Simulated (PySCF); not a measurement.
SMILES C(=C/O[SiH3])/C (C3H8OSi), GFN2-xTB optimised geometry.

```
13

C      1.07    -1.95    -0.36
C      1.65    -0.59    -0.15
C      0.93     0.51     0.00
O     -0.42     0.51     0.00
Si    -1.52     1.71     0.00
H      1.42    -2.38    -1.30
H     -0.02    -1.90    -0.37
H      1.38    -2.62     0.45
H      2.73    -0.51    -0.13
H      1.41     1.48     0.14
H     -1.30     2.62     1.13
H     -2.73     0.91     0.12
H     -1.44     2.48    -1.24
```

Density from PBE/def2-TZVP (PySCF) at that geometry.

Minimum of the electron density along straight lines between bonded atoms, close to the bond critical point (lines longer than 1.1 times the sum of covalent radii, or with two minima, are not listed):

| bond | length / Å | ρ at the minimum / e bohr⁻³ | ∇²ρ there / e bohr⁻⁵ | position (fraction from the first atom) |
|---|---|---|---|---|
| C1–C2 | 1.493 | 0.256 | -0.64 | 0.49 |
| C2–C3 | 1.326 | 0.355 | -1.07 | 0.48 |
| C3–O4 | 1.352 | 0.286 | -0.40 | 0.34 |
| O4–Si5 | 1.623 | 0.141 | 0.91 | 0.59 |
| C1–H6 | 1.090 | 0.275 | -0.91 | 0.64 |
| C1–H7 | 1.086 | 0.280 | -0.95 | 0.64 |
| C1–H8 | 1.090 | 0.274 | -0.91 | 0.64 |
| C2–H9 | 1.079 | 0.283 | -0.98 | 0.64 |
| C3–H10 | 1.084 | 0.287 | -1.01 | 0.65 |
| Si5–H11 | 1.466 | 0.125 | 0.16 | 0.50 |
| Si5–H12 | 1.453 | 0.128 | 0.17 | 0.50 |
| Si5–H13 | 1.465 | 0.126 | 0.16 | 0.50 |
